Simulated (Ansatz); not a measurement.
Program: Ansatz. Geometries: PBE0-D4/def2-TZVP. ΔE: electronic, gas phase. CCSD(T)/CBS is the MP2 limit (def2-TZVPP, def2-QZVPP) plus CCSD(T) − MP2 in def2-TZVPP, frozen cores. This one scheme is used for every species. Functionals use def2-TZVPP. B3LYP here is the variant with VWN-RPA as its local correlation; programs differ in this. One conformer a species, not always the lowest.

Consider the formal exchange of groups at a B–N bond: `OB[NH][AlH2]` + `F[SiH2][AlH2]` → `OB[SiH](F)[AlH2]` + `[NH2][AlH2]`.

`OB[NH][AlH2]`:

Z-matrix (Å, degrees):
```
B
N 1 1.428
O 1 1.364 2 123.1
H 1 1.199 2 120.7 3 -180.0
Al 2 1.788 1 128.4 3 -0.0
H 2 1.010 1 113.2 3 180.0
H 3 0.963 1 114.3 2 0.0
H 5 1.578 2 120.2 1 180.0
H 5 1.587 2 115.5 1 -0.0
```

`F[SiH2][AlH2]`:

```xyz
7

F    -0.832   -0.995    1.788
Si   -0.819    0.125    0.628
Al    1.119   -0.154   -0.875
H    -2.117    0.015   -0.099
H    -0.821    1.454    1.305
H     2.185   -1.310   -0.664
H     1.286    0.866   -2.083
```

`OB[SiH](F)[AlH2]`:

```xyz
10

O     0.471    0.141   -2.124
B    -0.139   -0.789   -1.354
Si    0.235   -0.734    0.637
F    -0.605   -1.909    1.373
Al   -0.241    1.466    1.645
H     0.263    0.071   -3.060
H    -0.888   -1.587   -1.858
H     1.684   -1.053    0.845
H     0.650    2.710    1.216
H    -1.430    1.683    2.677
```

`[NH2][AlH2]`:

Cartesian coordinates in Å:
```
N 0.064 -0.924 0.149
Al -0.057 0.816 -0.132
H 0.904 -1.469 0.036
H -0.696 -1.514 0.446
H 1.248 1.583 -0.597
H -1.463 1.507 0.098
```

| species | B3LYP energy (Eh) |
| --- | --- |
| `OB[NH][AlH2]` | -400.48237 |
| `F[SiH2][AlH2]` | -634.31154 |
| `OB[SiH](F)[AlH2]` | -735.07517 |
| `[NH2][AlH2]` | -299.67195 |

Question: Work out ΔE.

Answer: ΔE = (-735.07517) + (-299.67195) − (-400.48237) − (-634.31154) = 0.04679 Eh = +122.8 kJ/mol. CCSD(T)/CBS gives +124.4 kJ/mol.

Largest T1 diagnostic among the species: 0.014.

At CCSD(T), def2-SVP lies +7.6 kJ/mol from the extrapolated value and def2-TZVPP +1.5 kJ/mol. From BLYP to BHLYP (50 % exact exchange), in def2-TZVPP and without D4, ΔE moves by +14.8 kJ/mol. Leaving LDA and LC-ωPBE aside and taking each functional with its dispersion term where it has one, the values, not all of them listed here, spread over 19.5 kJ/mol, from revPBE-D4 to BHLYP-D4. LDA lies +10.4 kJ/mol from PBE without D4.
